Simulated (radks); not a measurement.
Results of a calculation; reference values are marked as such.
Pm III, 59 electrons, occupied as [Xe] 4f5 (the NIST ground configuration).

Code: a radial shooting solver on a logarithmic mesh with Libxc functionals. Model: scalar-relativistic Kohn-Sham, BLYP, spin-polarised, spherical densities, finite nucleus; open shells are filled with parallel spins first (spin-orbit coupling, left out, can overturn this in heavy ions); Fermi nuclear charge, rms radius 4.962 fm.

Energy parts (hartree):
| part | energy |
|---|---|
| total | -10020.2847 |
| kinetic | 10686.8299 |
| electron-nucleus | -24335.3869 |
| Hartree | 3857.5696 |
| exchange-correlation | -229.2973 |

Orbitals (lengths in bohr, moments of r in powers of bohr; <r^-3> diverges for s and p1/2):
| orbital | occ. | eigenvalue (hartree) | <r^-3> | <r^4> |
|---|---|---|---|---|
| 1s up | 1 | -1655.037 | - | 1.417e-06 |
| 1s down | 1 | -1655.037 | - | 1.417e-06 |
| 2s up | 1 | -269.4731 | - | 0.0002295 |
| 2s down | 1 | -269.4724 | - | 0.0002295 |
| 2p up | 3 | -240.7278 | 9580 | 0.0001695 |
| 2p down | 3 | -240.7273 | 9580 | 0.0001695 |
| 3s up | 1 | -59.12444 | - | 0.009098 |
| 3s down | 1 | -59.07213 | - | 0.009075 |
| 3p up | 3 | -50.09719 | 1964 | 0.009511 |
| 3p down | 3 | -50.04519 | 1967 | 0.009482 |
| 3d up | 5 | -37.70981 | 267.5 | 0.007729 |
| 3d down | 5 | -37.66955 | 267.9 | 0.007693 |
| 4s up | 1 | -12.17029 | - | 0.2294 |
| 4s down | 1 | -12.03116 | - | 0.2293 |
| 4p up | 3 | -9.20881 | 430.3 | 0.3015 |
| 4p down | 3 | -9.06972 | 430.2 | 0.3017 |
| 4d up | 5 | -5.02569 | 48.39 | 0.4952 |
| 4d down | 5 | -4.88753 | 48.33 | 0.4992 |
| 4f up | 5 | -0.59186 | 5.614 | 5.930 |
| 4f down | 0 | -0.47493 | 5.291 | 9.658 |
| 5s up | 1 | -2.04568 | - | 7.866 |
| 5s down | 1 | -1.96510 | - | 8.319 |
| 5p up | 3 | -1.33001 | 58.90 | 15.51 |
| 5p down | 3 | -1.26862 | 55.68 | 16.83 |

The highest occupied level is 4f up at -16.105 eV. Spin moment in Bohr magnetons: 5. The electron density at the nucleus is 5.14e+05 e/bohr^3 (large components only). For comparison, the ionisation energy in NIST's Atomic Spectra Database is 22.4 eV (semi-empirical). In exact Kohn-Sham theory the highest level is minus the ionisation energy, but local and semilocal functionals leave it too shallow, through self-interaction and a potential that decays too fast; potentials with the right tail come closer.
